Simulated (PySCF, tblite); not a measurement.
C₃H₁₁PSi₂.
Atom-mapped SMILES: `[CH3:1][C@@H:2]1[C@@H:3]([SiH3:4])[P:5]1[SiH3:6]` (hydrogens: H7, H8, H9 on C1; H10 on C2; H11 on C3; H12, H13, H14 on Si4; H15, H16, H17 on Si6)

Cartesian coordinates in Å at the PBE0-D3(BJ)/def2-SVP level; atoms count from 1:
```xyz
17
C3H11PSi2 angstrom
C     -0.4368    2.5011    0.1668
C     -0.2852    1.0038    0.2326
C      0.6802    0.3107   -0.6777
Si     1.9024   -0.9745   -0.0863
P     -1.1229   -0.0292   -1.0894
Si    -1.5868   -1.9320    0.0672
H      0.4061    2.9976    0.6763
H     -0.4564    2.8527   -0.8764
H     -1.3688    2.8292    0.6502
H     -0.3529    0.5910    1.2477
H      1.0973    0.9627   -1.4594
H      2.2731   -1.9045   -1.1945
H      3.1477   -0.3126    0.4160
H      1.2975   -1.7589    1.0324
H     -1.3471   -1.8031    1.5380
H     -3.0398   -2.2052   -0.1567
H     -0.8082   -3.0959   -0.4590
```

Jobs on this species (17 atoms, 72 electrons) with PySCF (density fitting) and tblite. Hardware of each: an Arm Neoverse V1 with one thread, no GPU (shared host). The host was shared with other jobs, so the times are rough.

Question: Rank these jobs by wall time, shortest first.
A. GFN2-xTB; Hessian by finite differences
B. PBE0/pcSseg-1, IEF-PCM chloroform; shieldings, ring-centre shieldings; 178 basis functions
C. PBE0/pcSseg-1; shieldings, ring-centre shieldings, charges and field gradients, density and orbital grids written; 178 basis functions
D. GFN2-xTB; L-BFGS relaxation
E. PBE0-D3(BJ)/def2-SVP, grid level 1; geometry optimisation from a GFN2-xTB start shaken at random; 151 basis functions

Answer: A (0.66 s), D (1.1 s), B (23 s), C (37 s), E (2.3 min).

All jobs:

```csv
level and settings,work,basis functions,SCF cycles,wall time
GFN2-xTB,Hessian by finite differences,–,–,0.66 s
GFN2-xTB,L-BFGS relaxation,–,–,1.1 s
"PBE0/pcSseg-1, IEF-PCM chloroform","shieldings, ring-centre shieldings",178,12,23 s
B97-2/pcSseg-1,"shieldings, ring-centre shieldings",178,12,24 s
"PBE0/pcSseg-1, IEF-PCM benzene","shieldings, ring-centre shieldings, charges and field gradients",178,12,26 s
"PBE0/def2-SVPD, IEF-PCM benzene","6 singlets by full TDDFT, polarisability",220,12,35 s
PBE0/pcSseg-1,"shieldings, ring-centre shieldings, charges and field gradients, density and orbital grids written",178,12,37 s
"PBE0-D3(BJ)/def2-SVP, grid level 1",geometry optimisation from a GFN2-xTB start shaken at random,151,69,2.3 min
PBE0/def2-SVPD,"10 singlets by full TDDFT, 4 Tamm–Dancoff triplets, polarisability, dynamic polarisability, ΔSCF ions, density and orbital grids written",220,13,2.7 min
```

What do all jobs in the table cost together?

About 7.4 min; the longest takes about 36 % of that, and about 250 times as long as the shortest.
